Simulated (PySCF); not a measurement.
tert-butylthiol (C₄H₁₀S), SMILES CC(C)(C)S.

The structure is a stationary point at PBE0-D3(BJ)/def2-SVP. Other conformers were not sampled.

Method: PBE/def2-TZVP (PySCF).

Symmetry labels are those of the subgroup Cs that the program uses (full group Cs).

Computed valence orbital energies around the gap with their symmetry:
| orbital | symmetry | energy (eV) |
|---|---|---|
| HOMO−7 | A' | -9.81 |
| HOMO−6 | A" | -9.59 |
| HOMO−5 | A" | -8.90 |
| HOMO−4 | A' | -8.85 |
| HOMO−3 | A" | -8.29 |
| HOMO−2 | A' | -8.23 |
| HOMO−1 | A' | -7.50 |
| HOMO | A" | -5.45 |
| LUMO | A' | -0.54 |
| LUMO+1 | A' | 0.32 |
| LUMO+2 | A' | 0.93 |
| LUMO+3 | A' | 1.69 |
